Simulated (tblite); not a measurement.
Compound: C3H5FN2Si.
SMILES with atom numbers: `[N:1]#[C:2]/[C:3]([CH2:4][F:5])=[N:6]/[SiH3:7]` (hydrogens: H8, H9 on C4; H10, H11, H12 on Si7)

The geometry is computed with GFN2-xTB (gas phase).

Question: List the bond lengths, angles and torsions at this level.

Answer: 
```json
{"bond": "N1≡C2", "length (Å)": "1.145", "order": "triple"}
{"bond": "C2–C3", "length (Å)": "1.436", "order": "single"}
{"bond": "C3–C4", "length (Å)": "1.517", "order": "single"}
{"bond": "C4–F5", "length (Å)": "1.364", "order": "single"}
{"bond": "C3=N6", "length (Å)": "1.248", "order": "double"}
{"bond": "N6–Si7", "length (Å)": "1.721", "order": "single"}
{"bond": "C4–H8, C4–H9", "length (Å)": "1.097", "order": "single"}
{"bond": "Si7–H10, Si7–H11, Si7–H12", "length (Å)": "1.461", "order": "single"}
```

Bonds in one row agree within 0.01 Å and their mean is given. Orders are formal, as drawn. A selection of angles:
```json
{"angle": "N1–C2–C3", "degrees": "179.4"}
{"angle": "C2–C3–C4", "degrees": "111.9"}
{"angle": "C2–C3–N6", "degrees": "118.9"}
{"angle": "C4–C3–N6", "degrees": "129.2"}
{"angle": "C3–C4–F5", "degrees": "112.3"}
{"angle": "C3–C4–H8", "degrees": "109.9"}
{"angle": "F5–C4–H8", "degrees": "107.6"}
{"angle": "H8–C4–H9", "degrees": "109.4"}
{"angle": "C3–N6–Si7", "degrees": "140.0"}
{"angle": "N6–Si7–H10", "degrees": "120.1"}
{"angle": "N6–Si7–H11", "degrees": "99.8"}
{"angle": "H10–Si7–H11", "degrees": "111.4"}
{"angle": "H11–Si7–H12", "degrees": "113.5"}
```

Dihedral angles: C2–C3–C4–F5 -179° (antiperiplanar); C2–C3–N6–Si7 180° (antiperiplanar).

Of the pairs four or more bonds apart, F5···Si7 is among the closest relative to their van der Waals radii: 3.14 Å, 88 % of the sum of Bondi's values. Si7 (SiH3 silicon) is distorted tetrahedral (angles from 99.8° to 120.1°). The C–N distances run from 1.145 Å (N1≡C2, drawn triple) to 1.248 Å (C3=N6, drawn double), a spread of 0.103 Å. The 7 heavy atoms lie in one plane (0.005 Å rms). The C–C distances run from 1.436 Å (C2–C3, drawn single) to 1.517 Å (C3–C4, drawn single), a spread of 0.081 Å. N6 (C=N nitrogen) is bent (angle 140.0°).

Point group: Cs (tolerance 0.08 Å). Its GFN2-xTB frequencies are all real (lowest 53 cm⁻¹). One conformer, not necessarily the lowest.
